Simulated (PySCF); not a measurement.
Method: PBE-D3(BJ)/def2-TZVP // B3LYP-D3(BJ)/def2-TZVP run with PySCF. Isolated molecules, 0 K electronic values unless said otherwise. One relaxed conformer stands for a flexible species; it need not be the lowest. Excitations are Tamm–Dancoff values on a coarser integration grid. The basis has no diffuse functions, so Rydberg states are missing or too high.

Reference species (SMILES): `C1(COC=1)O` (H–O–C–C torsion 0°) (neutral, multiplicity 1).

| Item | Value |
|---|---|
| S1 excitation (TDA) | 4.39 eV |
| HOMO–LUMO gap | 4.32 eV |
| S1–T1 gap (TDA) | 0.51 eV |
| S1 oscillator strength | 0.001 |

Changed species: `C=CC(O)=O` (C–C–C–O torsion 180°, O–C–O–H torsion 0°).

Question: Predict the effect on the S1 excitation (TDA), HOMO–LUMO gap, S1–T1 gap (TDA) and S1 oscillator strength.

Answer: the S1 excitation (TDA) falls by 0.27 eV, to 4.12 eV; the HOMO–LUMO gap drops by 0.35 eV, to 3.97 eV; the S1–T1 gap (TDA) drops by 0.14 eV, to 0.37 eV; the S1 oscillator strength hardly moves.
